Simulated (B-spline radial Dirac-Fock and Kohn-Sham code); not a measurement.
# Binding energies of Pm⁷⁺

System: promethium as Pm⁷⁺, [Kr] 4d10 4f3 5s2 5p3; nuclear rms radius 4.962 fm (A = 145).

The run's input, task.json:

```json
{"items": [{
  "Z": 61,
  "q": 7,
  "cfg": [[1, 0, 2], [2, 0, 2], [2, 1, 6], [3, 0, 2], [3, 1, 6], [3, 2, 10], [4, 0, 2], [4, 1, 6], [4, 2, 10], [4, 3, 3], [5, 0, 2], [5, 1, 3]],
  "A": 145,
  "rrms": 4.962,
  "do": ["binding"]
}]}
```

Run with: `python xray_run.py task.json out`

These are calculated numbers from a B-spline atomic structure program; the model is relaxed Dirac-Fock hole states (ΔSCF) with Breit and QED corrections and a finite nucleus. Electron correlation is not included. Energies are counted from the vacuum level. Subshells whose hole state is unreliable or did not converge are left out.

All terms are in eV, carry their sign (relaxation lowers the binding energy) and add up to the binding energy; ⟨r⟩ is the mean radius of the orbital in the initial state.

```
subshell  −ε (Koopmans)  relaxation    Breit  self-energy  vacuum polarisation  binding energy  ⟨r⟩ (bohr)
      1s        45553.1      -70.18  -121.52       -74.21                11.60         45298.8       0.023
      2s         7607.9      -37.32   -12.42        -9.76                 1.42          7549.8       0.098
   2p1/2         7191.5      -41.39   -20.71         0.40                 0.00          7129.8       0.083
   2p3/2         6629.6      -39.39   -13.30        -0.46                -0.07          6576.4       0.089
      3s         1791.1      -16.49    -2.01        -2.11                 0.30          1770.8       0.259
   3p1/2         1612.0      -17.35    -3.53         0.07                 0.00          1591.2       0.249
   3p3/2         1496.6      -16.39    -2.05        -0.09                -0.02          1478.0       0.262
   3d3/2         1189.7      -18.35    -1.33         0.19                -0.02          1170.2       0.233
   3d5/2         1165.0      -18.03    -0.75         0.12                -0.02          1146.3       0.237
      4s          460.7       -5.00    -0.39        -0.48                 0.07           454.9       0.590
   4p3/2          364.3       -4.50    -0.35        -0.01                -0.01           359.4       0.632
   4d3/2          246.2       -4.11    -0.15         0.05                -0.01           242.0       0.672
   4d5/2          241.6       -3.98    -0.03         0.03                 0.00           237.6       0.681
      4f          112.0       -2.83     0.11         0.03                 0.00           109.3       0.815
      5s          137.9       -0.52    -0.08        -0.10                 0.01           137.2       1.328
      5p          113.7       -0.41    -0.08         0.00                 0.00           113.2       1.479
```

For the deepest level, K (1s), the Breit terms make up -0.268 % of the binding energy, QED -0.138 % and orbital relaxation -0.155 %.

Spin-orbit splittings: 2p 553.4 eV, 3p 113.2 eV, 3d 23.83 eV, 4d 4.45 eV.

Going to the tabulated ground configuration of the next ion removes an electron from O2,3 (5p), computed at 113.2 eV. NIST lists 116 ± 6 eV as the ionisation energy of this species (theoretical), +2.82 eV from the computed value, within the stated uncertainty.
